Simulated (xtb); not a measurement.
A run for xtb: GFN2-xTB on GaH4NO2 (SMILES [NH2][Ga]([OH])[OH]), a point of a torsion scan.

```
$ xtb mol.xyz --gfn 2 --sp --chrg 0 --uhf 0
8

N      1.60975481     0.09724016    -0.05917767
Ga    -0.21065245    -0.05112585    -0.21187393
O     -1.16016104     1.39742499    -0.40552966
O     -0.91834642    -1.64313710    -0.15836661
H      2.03891542    -0.65569356     0.46925813
H      1.91811710     0.98769874     0.31797729
H     -1.98924007     1.45936607    -0.87581045
H     -1.85229247    -1.82172777    -0.25277404
```

Output:

```
[...]
           -------------------------------------------------
          |                Calculation Setup                |
           -------------------------------------------------



           -------------------------------------------------
          |                 G F N 2 - x T B                 |
           -------------------------------------------------

        Reference                      10.1021/acs.jctc.8b01176
      * Hamiltonian:
        H0-scaling (s, p, d)           1.850000    2.230000    2.230000
        zeta-weighting                 0.500000
      * Dispersion:
        s8                             2.700000
        a1                             0.520000
        a2                             5.000000
        s9                             5.000000
      * Repulsion:
        kExp                           1.500000    1.000000
        rExp                           1.000000
      * Coulomb:
        alpha                          2.000000
        third order                    shell-resolved
        anisotropic                    true
        a3                             3.000000
        a5                             4.000000
        cn-shift                       1.200000
        cn-exp                         4.000000
        max-rad                        5.000000


          ...................................................
          :                      SETUP                      :
          :.................................................:
          :  # basis functions                  26          :
          :  # atomic orbitals                  25          :
          :  # shells                           13          :
          :  # electrons                        24          :
          :  max. iterations                   250          :
          :  Hamiltonian                  GFN2-xTB          :
          :  restarted?                      false          :
          :  GBSA solvation                  false          :
          :  PC potential                    false          :
          :  electronic temp.          300.0000000     K    :
          :  accuracy                    1.0000000          :
          :  -> integral cutoff          0.2500000E+02      :
          :  -> integral neglect         0.1000000E-07      :
          :  -> SCF convergence          0.1000000E-05 Eh   :
          :  -> wf. convergence          0.1000000E-03 e    :
          :  Broyden damping             0.4000000          :
          :  net charge                          0          :
          :  unpaired electrons                  0          :
          ...................................................

 iter      E             dE          RMSdq      gap      omega  full diag
   1    -14.3700931 -0.143701E+02  0.119E+01    3.13       0.0  T
   2    -14.4230757 -0.529827E-01  0.893E+00    4.75       1.0  T
   3    -14.4411564 -0.180807E-01  0.515E+00    3.87       1.0  T
   4    -14.4409270  0.229410E-03  0.112E+00    3.69       1.0  T
   5    -14.4421721 -0.124502E-02  0.245E-01    3.93       1.0  T
   6    -14.4422093 -0.372161E-04  0.221E-01    3.85       1.0  T
   7    -14.4422783 -0.690086E-04  0.248E-02    3.90       1.4  T
   8    -14.4422797 -0.142798E-05  0.659E-03    3.90       5.4  T
   9    -14.4422797 -0.104608E-07  0.163E-03    3.90      21.6  T
  10    -14.4422797 -0.609437E-08  0.894E-04    3.90      39.6  T
  11    -14.4422797 -0.363956E-09  0.150E-04    3.90     235.1  T

   *** convergence criteria satisfied after 11 iterations ***

         #    Occupation            Energy/Eh            Energy/eV
      -------------------------------------------------------------
         1        2.0000           -0.6856027             -18.6562
       ...           ...                  ...                  ...
         6        2.0000           -0.5232388             -14.2381
         7        2.0000           -0.5221362             -14.2080
         8        2.0000           -0.4751252             -12.9288
         9        2.0000           -0.4695266             -12.7765
        10        2.0000           -0.4661345             -12.6842
        11        2.0000           -0.4529785             -12.3262
        12        2.0000           -0.4144629             -11.2781 (HOMO)
        13                         -0.2712270              -7.3805 (LUMO)
        14                         -0.0788030              -2.1443
        15                          0.0327371               0.8908
        16                          0.0697218               1.8972
        17                          0.0765420               2.0828
       ...                                ...                  ...
        25                          1.2041520              32.7666
      -------------------------------------------------------------
                  HL-Gap            0.1432359 Eh            3.8976 eV
             Fermi-level           -0.3428450 Eh           -9.3293 eV

 SCC (total)                   0 d,  0 h,  0 min,  0.007 sec
 SCC setup                      ...        0 min,  0.000 sec (  1.913%)
 Dispersion                     ...        0 min,  0.000 sec (  0.539%)
 classical contributions        ...        0 min,  0.000 sec (  0.226%)
 integral evaluation            ...        0 min,  0.001 sec ( 15.992%)
 iterations                     ...        0 min,  0.004 sec ( 49.853%)
 molecular gradient             ...        0 min,  0.002 sec ( 29.085%)
 printout                       ...        0 min,  0.000 sec (  2.154%)

         :::::::::::::::::::::::::::::::::::::::::::::::::::::
         ::                     SUMMARY                     ::
         :::::::::::::::::::::::::::::::::::::::::::::::::::::
         :: total energy             -14.354602397049 Eh    ::
         :: gradient norm              0.002085922279 Eh/a0 ::
         :: HOMO-LUMO gap              3.897646488409 eV    ::
         ::.................................................::
         :: SCC energy               -14.442276860700 Eh    ::
         :: -> isotropic ES            0.083584757209 Eh    ::
         :: -> anisotropic ES         -0.002401286266 Eh    ::
         :: -> anisotropic XC          0.001988627040 Eh    ::
         :: -> dispersion             -0.003106770133 Eh    ::
         :: repulsion energy           0.087674463651 Eh    ::
         :: add. restraining           0.000000000000 Eh    ::
         :: total charge              -0.000000000000 e     ::
         :::::::::::::::::::::::::::::::::::::::::::::::::::::

           -------------------------------------------------
          |                Property Printout                |
           -------------------------------------------------

    * Orbital Energies and Occupations

         #    Occupation            Energy/Eh            Energy/eV
      -------------------------------------------------------------
         1        2.0000           -0.6856027             -18.6562
         2        2.0000           -0.6772820             -18.4298
         3        2.0000           -0.6189019             -16.8412
         4        2.0000           -0.5917139             -16.1014
         5        2.0000           -0.5555533             -15.1174
         6        2.0000           -0.5232388             -14.2381
         7        2.0000           -0.5221362             -14.2080
         8        2.0000           -0.4751252             -12.9288
         9        2.0000           -0.4695266             -12.7765
        10        2.0000           -0.4661345             -12.6842
        11        2.0000           -0.4529785             -12.3262
        12        2.0000           -0.4144629             -11.2781 (HOMO)
        13                         -0.2712270              -7.3805 (LUMO)
Note: The following floating-point exceptions are signalling: IEEE_UNDERFLOW_FLAG IEEE_DENORMAL
normal termination of xtb
        14                         -0.0788030              -2.1443
        15                          0.0327371               0.8908
        16                          0.0697218               1.8972
        17                          0.0765420               2.0828
        18                          0.0788939               2.1468
        19                          0.0986520               2.6845
        20                          0.1610426               4.3822
        21                          0.1695358               4.6133
        22                          0.2522458               6.8640
        23                          0.4512524              12.2792
       ...                                ...                  ...
        25                          1.2041520              32.7666
      -------------------------------------------------------------
                  HL-Gap            0.1432359 Eh            3.8976 eV
             Fermi-level           -0.3428450 Eh           -9.3293 eV

     #   Z          covCN         q      C6AA      α(0)
     1   7 N        2.527    -0.315    28.136     7.877
     2  31 Ga       2.332     0.143   215.100    32.890
     3   8 O        1.563    -0.443    21.754     6.293
     4   8 O        1.563    -0.440    21.698     6.285
     5   1 H        0.862     0.202     1.097     1.640
     6   1 H        0.862     0.202     1.096     1.640
     7   1 H        0.808     0.325     0.651     1.267
     8   1 H        0.809     0.326     0.648     1.264

 Mol. C6AA /au·bohr⁶  :       1044.533309
 Mol. C8AA /au·bohr⁸  :      53279.663033
 Mol. α(0) /au        :         59.157081


Wiberg/Mayer (AO) data.
largest (>0.10) Wiberg bond orders for each atom

 ---------------------------------------------------------------------------
     #   Z sym  total        # sym  WBO       # sym  WBO       # sym  WBO
 ---------------------------------------------------------------------------
     1   7 N    3.257 --     2 Ga   1.187     5 H    0.913     6 H    0.912
                             4 O    0.116     3 O    0.114
     2  31 Ga   3.741 --     4 O    1.201     3 O    1.197     1 N    1.187
     3   8 O    2.264 --     2 Ga   1.197     7 H    0.851     1 N    0.114
     4   8 O    2.270 --     2 Ga   1.201     8 H    0.852     1 N    0.116
     5   1 H    0.959 --     1 N    0.913
     6   1 H    0.959 --     1 N    0.912
     7   1 H    0.895 --     3 O    0.851
     8   1 H    0.894 --     4 O    0.852
 ---------------------------------------------------------------------------

Topologies differ in total number of bonds
Writing topology from bond orders to xtbtopo.mol

molecular dipole:
                 x           y           z       tot (Debye)
 q only:       -0.131       0.026       0.056
   full:       -0.449       0.027       0.178       1.231
molecular quadrupole (traceless):
                xx          xy          yy          xz          yz          zz
 q only:        7.423       1.476      -4.395       4.276      -0.663      -3.029
  q+dip:        8.520       1.834      -5.321       6.102      -0.720      -3.199
   full:        7.466       1.839      -6.575       6.195      -0.395      -0.891


           -------------------------------------------------
          | TOTAL ENERGY              -14.354602397049 Eh   |
          | GRADIENT NORM               0.002085922279 Eh/α |
          | HOMO-LUMO GAP               3.897646488409 eV   |
           -------------------------------------------------

------------------------------------------------------------------------
------------------------------------------------------------------------
 total:
 SCF:
```

The run finished.

Cost: around 0.04 core-seconds (rough).
